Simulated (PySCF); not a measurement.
Species: C6H14O2Si.
Numbering: `[CH3:1][C:2]([CH3:3])([CH3:4])[SiH:5]1[O:6][CH2:7][CH2:8][O:9]1`

Probes without a nucleus sit at each ring's centroid and 1 Å off its mean plane on both sides; NICS is minus the shielding there, NICSzz its component along the normal. Level: GIAO PBE0/pcSseg-1 (PySCF, non-relativistic, gas phase) on the GFN2-xTB geometry, one conformer.

Ring bond lengths (Å), with Mayer bond orders in brackets: Si5–O6 1.642 (0.96), O6–C7 1.395 (0.90), C7–C8 1.542 (1.04), C8–O9 1.398 (0.90), O9–Si5 1.643 (0.97).

Question: Give the NICS values of each ring in ppm.

Answer: 
| ring | type | NICS(0) | NICS(1), two faces | NICS(1)zz, two faces | rms pucker (Å) | centre to ring atoms, mean (Å) |
| --- | --- | --- | --- | --- | --- | --- |
| Si5–O6–C7–C8–O9 | 5-membered ring with 2 O and Si; formal bonds all single | -7.4 | -2.3 / -2.9 | -5.7 / -5.2 | 0.10 | 1.29 |

Question: What can be read from them?

Answer: 
- Si5–O6–C7–C8–O9: mean NICS(1)zz -5.4 ppm, shielded. Si5, C7, C8 have four or more neighbours, and the NICS criterion for π rings isn't applied.

Question: What is the mean of the two in-plane components of NICS at the second NICS(1) probe listed for ring Si5–O6–C7–C8–O9, 1 Å off the ring?

Answer: The isotropic value is a third of the trace: (3 × -2.9 − (-5.2))/2 = -1.7 ppm.

Question: What are the shieldings of the ring atoms and their hydrogens in the same run (means over atoms taken as equivalent)?

Answer: 
| atoms | environment | σ isotropic (ppm) | principal values of the symmetric part, first atom (ppm) |
| --- | --- | --- | --- |
| Si5 | oxygen-bound silicon | 339.6 | 301.1, 344.2, 373.4 |
| O6 (×2) | silyl ether oxygen | 301.8 | 252.9, 287.4, 358.9 |
| C7 (×2) | sp3 carbon bound to oxygen | 121.0 | 87.3, 111.7, 164.8 |
| H on Si5 | Si–H hydrogen | 26.92 | 22.9, 24.7, 33.1 |
| H on C7 (×2) | methylene hydrogen | 27.49 | 23.3, 25.4, 33.6 |
| H on C7 (×2) | methylene hydrogen | 27.55 | 22.3, 25.6, 34.9 |
